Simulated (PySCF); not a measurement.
# Worked example: oscillator strength and radiative lifetime

CHCl2, SMILES [CH](Cl)Cl (connectivity only; charge and spin as stated), charge +1, multiplicity 1.

The structure is a stationary point at r2SCAN-D4/def2-TZVP. The spin state was assumed, not searched. The isomer is the one that the SMILES or the coordinates give; other isomers of the formula were not compared.

TDA-B3LYP/def2-SVPD (PySCF 2.14.0) puts the first singlet state with f over 0.02 at 6.08 eV (vertical), with the transition dipole (0.000, 1.368, 0.000) in atomic units.

**Question.** Find the oscillator strength, the wavelength and the radiative lifetime that this transition would have in vacuum if emission retraced absorption.

**Answer.** 
|μ|² = 1.8714 au, so |μ| = 3.48 D. ΔE = 6.08/27.211 = 0.2234 hartree. f = (2/3) ΔE |μ|² = 0.279 (the program prints 0.279).
λ = 1239.84/6.08 = 204 nm; ν = 49038 cm⁻¹.
Einstein's coefficient A = 0.6670 ν² f s⁻¹ (ν in cm⁻¹) = 4.5e8 s⁻¹, so τ = 1/A = 2.2 ns. This state is S3; the lower singlets have f = 0.000, 0.000. The figure is the radiative limit of this one transition; relaxation, internal conversion, crossing to triplets and a medium change what is measured.
